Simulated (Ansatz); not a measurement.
`[CH3][GeH2][CH3]` and `[CH3][GeH]([CH3])[C]#N` differ in one atom or group.

Ansatz, PBE0-D4/def2-TZVP geometries, multiplicity 1. 

Scalar relativity is left out up to krypton.

```
                                                                                  property  `[CH3][GeH2][CH3]`
                                            zero-point energy (PBE0-D4/def2-TZVP) / kJ/mol               232.8
ideal-gas entropy at 298 K and 1 bar (rigid rotor, harmonic PBE0-D4/def2-TZVP) / J/(mol·K)                 313
                                                        LUMO energy (PBE0/def2-TZVPP) / eV                1.12
                                            size of the dipole moment (PBE/def2-TZVPP) / D                0.72
                                                       LUMO energy (B3LYP/def2-TZVPP) / eV                0.79
                                                         LUMO energy (PBE/def2-TZVPP) / eV                0.35
```

Question: What does the change do to each property? (An estimate is asked.)

Answer: Computed: 
```json
{"property": "zero-point energy (PBE0-D4/def2-TZVP) / kJ/mol", "`[CH3][GeH]([CH3])[C]#N`": "235.5", "shift": "2.7"}
{"property": "ideal-gas entropy at 298 K and 1 bar (rigid rotor, harmonic PBE0-D4/def2-TZVP) / J/(mol·K)", "`[CH3][GeH]([CH3])[C]#N`": "366", "shift": "53"}
{"property": "LUMO energy (PBE0/def2-TZVPP) / eV", "`[CH3][GeH]([CH3])[C]#N`": "0.08", "shift": "-1.04"}
{"property": "size of the dipole moment (PBE/def2-TZVPP) / D", "`[CH3][GeH]([CH3])[C]#N`": "4.46", "shift": "3.74"}
{"property": "LUMO energy (B3LYP/def2-TZVPP) / eV", "`[CH3][GeH]([CH3])[C]#N`": "-0.18", "shift": "-0.97"}
{"property": "LUMO energy (PBE/def2-TZVPP) / eV", "`[CH3][GeH]([CH3])[C]#N`": "-0.88", "shift": "-1.23"}
```

With PBE0 the HOMO falls by 0.50 eV and the LUMO falls by 1.04 eV, so the gap narrows by about 0.54 eV. PBE moves the HOMO by -0.48 eV and ωB97M-V by -0.50 eV. The zero-point energy changes by 2.7 kJ/mol with +3 modes. Dipoles are sizes alone; their direction can turn.

B3LYP here is the variant with VWN-RPA as its local correlation; programs differ in this.
